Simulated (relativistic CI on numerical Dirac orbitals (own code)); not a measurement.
# Hyperfine structure of Mg2+, mass number 25

Calculated at this level of theory: Dirac-Coulomb-Breit CI, separate exchange-only KLI orbitals for each configuration, model QED (radiative potential, 1s self-energy scaled to tabulated hydrogen-like ionisation energies), valence Slater integrals scaled by 0.85, P86 correlation energy added to each configuration (own radial code, finite nucleus).

CI space (outside the closed core 1s2): 2s²2p⁶, 2s²2p⁵3s, 2s²2p⁵3p, 2s²2p⁵3d, 2s²2p⁵4s, 2s²2p⁵4p, 2s²2p⁵4d, 2s²2p⁵4f, 2s²2p⁴3s², 2s²2p⁴3s3p, 2s2p⁶3s, 2s²2p⁴3p², 2s²2p⁴3s3d, 2s2p⁶3p. Levels of other configurations are missing.

Nuclear spin I = 5/2, μ = -0.85533 μN, Q = 0.199 b (tables of Stone and Pyykkö). The electronic factors are computed for point nuclear moments, without core polarisation; leaving it out makes A of s and p electrons in near-neutral atoms 20 to 40 % too small, and it can dominate for d and f shells.

| Level | E (cm⁻¹) | A (MHz) | B (MHz) |
| --- | --- | --- | --- |
| 2s²2p⁵3s ³P°2 | 422942 | -601.6 | -521 |
| 2s²2p⁵3s ³P°1 | 424137 | -833.5 | 216 |
| 2s²2p⁵3s ¹P°1 | 428452 | -1242 | -474 |
| 2s²2p⁵3p ³D3 | 471036 | -261.5 | -482 |
| 2s²2p⁵3p ³D2 | 471579 | -445.9 | -400 |
| 2s²2p⁵3p ³D1 | 472412 | -910.6 | -268 |
| 2s²2p⁵3p ¹D2 | 473848 | -329.8 | -262 |
| 2s²2p⁵3p ¹P1 | 474775 | -663.7 | 209 |

Levels with J = 0, under 50 % of one LS term, or S terms without an open s electron are left out. Small factors come from cancelling terms and can be off by tens of per cent or more.

For a near-neutral ion this model can misplace configurations by up to about 10,000 cm⁻¹ (more where the count of f electrons changes) and terms by 10 to 25 % of their spread. Rates follow the energies as ν³ (E1, M1) or ν⁵ (E2), so they and the lifetimes can be off by large factors. The fine structure of a lone outer electron comes out too small, for d and f at times inverted, and misplaced configurations move strength between like terms. 22 of the 33 excited levels that our extract of the measured tables holds in this range could be paired (the sources list more); they are missed by 3235 cm⁻¹ on average and 3914 at most, and levels without a partner can miss by more.

Q: Give the hyperfine levels of 2s²2p⁵3s ³P°2 relative to its centre of gravity.

A: With K = F(F + 1) − I(I + 1) − J(J + 1), E = AK/2 + B[¾K(K + 1) − I(I + 1)J(J + 1)]/[2I(2I − 1)J(2J − 1)]: F = 1/2: 3847, F = 3/2: 3179, F = 5/2: 1935, F = 7/2: -79.49, F = 9/2: -3138 MHz.

LS names give the leading component of a level, which can be under half, so a name can repeat, a term be missing and a line seem to break the LS rules.
